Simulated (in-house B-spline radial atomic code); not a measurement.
Results of a calculation; reference values are marked as such.
Making a Troullier-Martins s channel for Cu, r_c = 0.54 bohr

Cu, [Ar] 3d10 4s1, non-relativistic LDA (VWN5), spherical and spin-unpolarised, from an all-electron radial atomic-structure program (B-spline basis) (atomic units). The all-electron 3s level is ε = -4.057453 hartree, its outermost node lies just inside 0.30 bohr and its outer maximum at 0.62 bohr.

Inside r_c the pseudo-orbital is u(r) = r^1 exp(p(r)), with p = c0 + c2 r² + c4 r⁴ + … + c12 r¹². The seven coefficients follow from p and its first four derivatives at r_c, from zero curvature of the screened potential at the origin, c4 = −c2²/(2l + 5), and from the norm inside r_c. At r_c the all-electron orbital has P = 1.250605, P' = 1.605473, the screened potential V = -13.53133, V' = 53.08762, V'' = -262.3282, and the norm inside is Q = 0.2400385.

Q: What are p, p' and p'' at r_c?

A: p = ln(P/r_c^1) = ln(1.250605/0.54) = 0.83981. p' = P'/P − 1/r_c = 1.28376 − 1.85185 = -0.56809. The radial equation gives p'' = 2(V − ε) − 2(1) p'/r_c − p'² = -18.94775 − (-2.10405) − 0.32273 = -17.16643. Differentiating, p''' = 2V' + 2(1)p'/r_c² − 2(1)p''/r_c − 2p'p'' = 146.35, and p'''' = 2V'' − 4(1)p'/r_c³ + 4(1)p''/r_c² − 2(1)p'''/r_c − 2p''² − 2p'p''' = -1710.8.

For a trial c2 the five matching conditions are linear in c0, c6, c8, c10 and c12, and c2 is varied until the norm inside r_c equals Q. The root nearest zero gives:

```tsv
n	c_n
0	0.6676097
2	-1.78135
4	-0.6346419
6	293.0011
8	-1869.103
10	4379.228
12	-3640.572
```

Q: Check c4 and p(r_c), and find the screened pseudopotential at the origin.

A: −c2²/5 = -0.634642, as listed. The terms c_n r_c^n are 0.66761, -0.51944, -0.05396, 7.26494, -13.51398, 9.23284, -2.23818, which sum to 0.83981. Inverting the radial equation, V_l(r) = ε + 1 p'/r + (p'' + p'²)/2, so V_l(0) = ε + (2l + 3) c2 = -4.057453 + 3 × (-1.78135) = -9.4015 hartree, finite where the all-electron potential diverges.

Orbitals and screened potentials:

| r (bohr) | P | u | V all-electron | V pseudo |
| --- | --- | --- | --- | --- |
| 0.054 | 0.1964 | 0.1047 | -438.5 | -9.351 |
| 0.135 | -0.6377 | 0.2551 | -136.7 | -7.767 |
| 0.216 | -0.5452 | 0.3955 | -69.05 | -2.027 |
| 0.297 | 0.03321 | 0.5494 | -41.47 | 4.982 |
| 0.378 | 0.6217 | 0.7655 | -27.22 | 3.647 |
| 0.459 | 1.034 | 1.043 | -18.86 | -9.667 |
| 0.54 | 1.251 | 1.251 | -13.53 | -13.53 |

Logarithmic derivatives P'/P at R = 0.84 bohr, for energies E around ε:

```json
{"E − ε (hartree)": "-0.5", "all-electron": "-0.940983", "pseudo": "-0.941858"}
{"E − ε (hartree)": "-0.25", "all-electron": "-1.21061", "pseudo": "-1.21085"}
{"E − ε (hartree)": "-0.1", "all-electron": "-1.38206", "pseudo": "-1.3821"}
{"E − ε (hartree)": "0", "all-electron": "-1.50075", "pseudo": "-1.50075"}
{"E − ε (hartree)": "0.1", "all-electron": "-1.62318", "pseudo": "-1.62322"}
{"E − ε (hartree)": "0.25", "all-electron": "-1.81428", "pseudo": "-1.81459"}
{"E − ε (hartree)": "0.5", "all-electron": "-2.15466", "pseudo": "-2.15604"}
```

Q: With P(R) = 1.082092 and a norm of 0.7056312 inside R, what slope in energy does norm conservation fix?

A: d(P'/P)/dE = −2 × (norm inside R)/P(R)² = -1.2053 per hartree·bohr at E = ε, for both atoms, since orbital and norm agree at R. Differences over ±0.1 hartree give -1.2056 (all-electron) and -1.2056 (pseudo), which also hold third-order terms. Half a hartree below ε the two curves differ by -0.0009.
